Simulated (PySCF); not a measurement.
# Mn (manganese, neutral) across methods

[Ar] 3d7, high-spin 4F determinant (an excited configuration). Computed with PySCF 2.14 in def2-QZVPPD (11s6p5d4f2g, 100 functions), with no relativity, point nucleus.

```csv
method,E (hartree),mean ε 3p β (eV),mean ε 3d α (eV),mean ε 3d β (eV),Σ⟨r²⟩ (bohr²),⟨S²⟩
UHF,-1149.54985,-56.501,-9.617,-2.765,35.33,4.086
r2SCAN,-1150.793,-46.373,-2.292,-0.492,34.86,3.801
LDA,-1148.479,-45.657,-2.434,-0.607,34.95,3.783
TPSSh,-1150.845,-46.793,-2.497,-0.871,34.24,3.775
PBE,-1150.600,-45.578,-2.222,-0.583,35.21,3.781
BP86,-1151.005,-45.779,-2.360,-0.806,35.09,3.779
PBE0,-1150.600,-48.331,-3.584,-1.386,33.81,3.795
M06-L,-1150.768,-46.364,-2.335,-0.235,34.85,3.851
```

Question: Estimate the same row for TPSS.

Answer: E (hartree) = -1150.872; mean ε 3p β (eV) = -45.713; mean ε 3d α (eV) = -1.953; mean ε 3d β (eV) = -0.537; Σ⟨r²⟩ (bohr²) = 34.79; ⟨S²⟩ = 3.771.

⟨S²⟩ = 4.09 against 3.75 shows spin contamination.
